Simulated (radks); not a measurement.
Excited configurations of Nb IV: one electron is placed in a higher orbital outside [Kr] 4d1. The ground configuration is [Kr] 4d2. All-electron calculation, scalar-relativistic Kohn-Sham, PBE, spin-polarised, spherical densities, finite nucleus; open shells are filled with parallel spins first (spin-orbit coupling, left out, can overturn this in heavy ions); Fermi nuclear charge, rms radius 4.324 fm. Program: a radial shooting solver on a logarithmic mesh with Libxc functionals. Excitation = E - E(ground); binding = E(ion) - E, where the ion is the core of charge +4; n* = 4/sqrt(2 binding) in atomic units, and the quantum defect is n - n*.

| outer orbital | excitation (eV) | binding (eV) | eigenvalue (eV) | <r> (bohr) |
|---|---|---|---|---|
| 5f | 27.210 | 10.309 | -8.911 | 6.523 |
| 6p | 23.158 | 14.361 | -12.819 | 5.683 |
| 6f | 30.343 | 7.177 | -6.356 | 10.16 |
| 7s | 27.129 | 10.390 | -9.375 | 8.111 |
| 7p | 28.303 | 9.216 | -8.306 | 8.931 |

The Delta-SCF ionisation energy is 37.519 eV (NIST Atomic Spectra Database: 37.61 eV, measured). Self-interaction in the functional shifts the binding energies and quantum defects, so they are the method's values and not measured ones. Open shells are spherical and high-spin; term and fine-structure splittings are not resolved.
